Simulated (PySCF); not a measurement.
## Telling isomers of C$_{8}$H$_{8}$OP$_{2}$ apart by NMR

Relativity neglected, single conformer, no solvent, one averaged value for each set of equivalent atoms. σ from GIAO-PBE0/pcSseg-1; geometry from GFN2-xTB; PySCF.

Shifts are taken against calculated references (same method and geometry level): ¹H (σ = 31.72 ppm) and ¹³C (σ = 186.93 ppm) vs TMS. Splittings of carbon signals by F and P are missing where no couplings were computed. Where no couplings were computed, multiplicities follow the n + 1 count of equivalent neighbours, and m marks all less simple cases (inequivalent or close neighbours, rings, F or P nearby). Shifts are as computed. Against solution values, carbons near 30 ppm lie about +3 ppm off and those near 130 ppm about +5 ppm. Of 1211 compounds with measured shifts, 218 miss one by over three times the rms of a fit or turn the order of signals round; such compounds aren't used in these exercises.

(1) Tabulate the signals of `C=Cc1pcpcc1C(C)=O`, `C=Cc1cpcpc1C(C)=O`, `O=[P@]1(P)C=Cc2ccccc21` and their relative energies.

(2) What is the quickest way to tell C=Cc1cpcpc1C(C)=O from O=[P@]1(P)C=Cc2ccccc21?

(3) What is the quickest way to tell C=Cc1pcpcc1C(C)=O from C=Cc1cpcpc1C(C)=O?

(4) What is the quickest way to tell C=Cc1pcpcc1C(C)=O from O=[P@]1(P)C=Cc2ccccc21?

## Answers

(1) 
```json
{"SMILES": "C=Cc1pcpcc1C(C)=O", "carbon types": "3×C 3×CH 1×CH2 1×CH3", "δC": "218.2, 196.9, 171.1, 162.2, 149.8, 147.1, 131.2, 35.1", "δH": "11.03 (m, 1H), 9.24 (m, 1H), 7.78 (m, 1H), 6.18 (m, 1H), 5.94 (m, 1H), 2.55 (s, 3H)", "E rel. (kcal/mol)": "36.1"}
{"SMILES": "C=Cc1cpcpc1C(C)=O", "carbon types": "3×C 3×CH 1×CH2 1×CH3", "δC": "205.5, 191.5, 168.0, 166.2, 156.0, 152.3, 124.3, 33.8", "δH": "10.89 (m, 1H), 9.41 (m, 1H), 7.61 (m, 1H), 5.84 (m, 1H), 5.69 (m, 1H), 3.03 (s, 3H)", "E rel. (kcal/mol)": "36.1"}
{"SMILES": "O=[P@]1(P)C=Cc2ccccc21", "carbon types": "2×C 6×CH", "δC": "145.5, 145.0, 143.3, 141.8, 137.8, 135.0, 134.8, 130.1", "δH": "8.12 (m, 1H), 7.68 (m, 1H), 7.66 (m, 1H), 7.47 (m, 1H), 7.15 (m, 1H), 6.67 (m, 1H), 2.54 (m, 2H)", "E rel. (kcal/mol)": "0.0"}
```

Energies are electronic energies at PBE0/pcSseg-1 on these geometries, without zero-point or thermal terms, each for the one conformer computed, which needn't be the lowest.

(2) Both give the same number of carbon signals, but DEPT or the intensities differ. The first has a terminal =CH2 carbon at 124.3 ppm, the second an aromatic CH at 130.1 ppm. Their most deshielded carbons lie at 205.5 and 145.5 ppm. In the proton spectra the most deshielded non-exchanging signals are 10.89 (m, 1H) and 8.12 (m, 1H).

(3) Both give the same number of carbon signals, with the same numbers of each carbon type, so the positions decide. The first has a ketone carbonyl carbon (C) at 218.2 ppm, the second a ketone carbonyl carbon (C) at 205.5 ppm.

(4) Both give the same number of carbon signals, but DEPT or the intensities differ. The first has a ketone carbonyl carbon (C) at 218.2 ppm, the second an aromatic CH at 130.1 ppm. Their most deshielded carbons lie at 218.2 and 145.5 ppm. In the proton spectra the most deshielded non-exchanging signals are 11.03 (m, 1H) and 8.12 (m, 1H).
